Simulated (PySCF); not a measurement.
## Spinor energies of Ar²⁺ (argon, charge +2)

Start: [Ne] 3s2 3p4; 3p1/2 filled at m_j = +1/2; 3p3/2 filled at m_j = -1/2, +1/2, +3/2. Calculated with PySCF 2.14 in x2c-TZVPall-2c: generalised Hartree-Fock with the X2C-1e Hamiltonian and a Gaussian nucleus; one run each with spin-orbit coupling (SO) switched off, then screened by Boettger's factors. This is a chosen level, not necessarily the ground level.

```
spinor shell  electrons  ε, spin-free (eV)  ε, screened SO (eV)  weight of nominal j (screened SO)  rms radius, screened SO (bohr)
       1s1/2          2            -3271.2              -3271.2                              1.000                          0.0991
       2s1/2          2            -367.61              -367.59                              1.000                           0.446
       2p1/2          2            -290.39              -292.34                              0.945                           0.415
       2p3/2          4            -290.39              -289.39                              0.972                           0.417
       3s1/2          2            -59.875              -59.866                              0.999                            1.44
       3p3/2          3            -42.686              -43.542                              0.647                            1.58
       3p1/2          1            -42.686              -40.159                              0.660                            1.62
```

```
   quantity   spin-free  screened SO
E (hartree)  -527.10415   -527.10845
        M_J           2            2
       ⟨J²⟩       6.011        6.014
       ⟨L²⟩       2.008        2.021
       ⟨S²⟩       2.003        1.997
```

Each row is a mean over spinors that exchange with the open shell spreads, by up to 7.963 eV (3s1/2).

Rows whose weight is well below 1 are mixtures of j = l ± 1/2: exchange outweighs spin-orbit coupling there, and the label is only the starting occupation.

Without spin-orbit coupling the j labels of p, d and f shells carry no meaning; the spin-free column gives the mean over the occupied spinors of each nl shell.
